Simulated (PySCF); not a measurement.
**Where the electron goes**

Compound: C6H11N.
Geometry (GFN2-xTB, Å), atoms numbered from 1 in this order:
```xyz
18
C6H11N angstrom
C      2.399   -0.825   -1.227
C      1.384   -0.949   -0.393
C      1.042    0.041    0.686
N     -0.313    0.539    0.575
C     -0.579    1.347   -0.590
C     -1.329   -0.237    1.085
C     -2.611   -0.229    0.732
H      3.080    0.009   -1.169
H      2.604   -1.554   -1.992
H      0.704   -1.788   -0.468
H      1.147   -0.439    1.665
H      1.731    0.892    0.647
H     -0.765    0.745   -1.489
H      0.278    1.992   -0.776
H     -1.451    1.971   -0.400
H     -1.006   -0.869    1.903
H     -3.002    0.367   -0.073
H     -3.323   -0.827    1.270
```

Method used: TDDFT PBE0/def2-SVPD, vertical, gas phase, core orbitals frozen in the response (PySCF).

Frontier orbitals with the atoms that hold most of them (Löwdin shares over 4%, at most four atoms; ? is withheld):

```tsv
orbital	ε (eV)	atoms
LUMO+2	1.07	C7 25%, C6 25%, N4 10%, H16 5%
LUMO+1	0.81	C5 13%, C1 13%, C3 9%, H14 8%
LUMO	0.04	?
HOMO	?	N4 33%, C7 29%, C6 15%
HOMO-1	-7.87	?
HOMO-2	-8.76	C6 28%, N4 21%, C7 16%, C5 8%
HOMO-3	-10.09	C7 27%, C6 18%, H17 13%, H16 11%
```

Problem. Give the leading atoms of the LUMO.

Solution. C1 (bonded to C and 2 H) 33%; C2 (bonded to 2 C and H) 31%; H8 (bonded to C) 6%; H9 (bonded to C) 6%. By element: carbon 65% or more, hydrogen 12% or more.

Problem. Which atoms hold the HOMO-1, and with what shares?

Solution. C1 (bonded to C and 2 H) 39%; C2 (bonded to 2 C and H) 37%; C3 (bonded to C, N and 2 H) 7%.

Problem. What is the HOMO energy, and the HOMO–LUMO gap?

Solution. ε(HOMO) = -5.69 eV; the gap is 5.73 eV (0.2106 hartree).

Problem. How does S1 compare with the orbital gap of 5.73 eV?

Solution. S1 is at 4.72 eV (f = 0.044), 1.02 eV below the gap, made of HOMO→LUMO (98%). Without the coupling terms of the response equations the lowest excitation would equal the gap.

Problem. Give energy, strength and leading configuration of S1 and S2, and follow the Löwdin shares of the leading atoms from the occupied to the empty orbital.

Solution. 
- S1 (4.72 eV, f 0.044), HOMO→LUMO (98%): N4 33% → at most 6%, C7 29% → at most 6%, C1 at most 4% → 33%, C2 at most 4% → 31%
- S2 (5.47 eV, f 0.029), HOMO→LUMO+1 (92%): N4 33% → at most 9%, C7 29% → at most 9%, C5 at most 4% → 13%, C1 at most 4% → 13%

Time: 36 s; peak memory 0.94 GiB. Hardware: one thread of an Arm Neoverse V1, no GPU, shared host with 64 logical CPUs at a one-minute load of 27.

One conformer stands for the species.
